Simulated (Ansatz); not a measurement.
`F[SiH](Cl)O[SiH3]` + H₂Se → `F[SiH]([SeH])O[SiH3]` + HCl  (ligand exchange at the Si–Cl bond)

Computed with Ansatz on PBE0-D4/def2-TZVP structures; ΔE is electronic, products minus reactants. CCSD(T)/CBS adds triple-zeta CCSD(T) − MP2 to the extrapolated MP2 energy (def2 sets, frozen cores). This one scheme is used for every species. Functionals use def2-TZVPP. B3LYP here is the variant with VWN-RPA as its local correlation; programs differ in this. For Se outer-core shells are correlated without core-valence functions, which leaves a few kJ/mol of doubt a bond. Scalar relativity is left out up to krypton. One conformer a species, not always the lowest.

CCSD(T)/CBS gives +0.45 eV.

(1) Another level gave +0.48 eV. Which?
A. B3LYP-D4/def2-TZVPP
B. HF/def2-TZVPP
C. B97M-V/def2-TZVPP
D. LDA (SPW92)/def2-TZVPP

Largest T1 diagnostic among the species: 0.011.

## Answers

(1) A. B3LYP-D4 0.48, LDA (SPW92) 0.43, HF/def2-TZVPP 0.61, B97M-V 0.54 eV.

From BLYP to BHLYP (50 % exact exchange), in def2-TZVPP and without D4, ΔE moves by +0.04 eV. The D4 term adds −0.05 eV with B3LYP and −0.03 eV with PBE0; it sums over pairs of atoms, weighted by their polarisabilities, and B3LYP, whose exchange is more repulsive, gets the larger term. In def2-TZVPP, CCSD(T) changes the Hartree–Fock value by −0.14 eV (the triples alone add −0.02 eV) and MP2 by −0.15 eV.
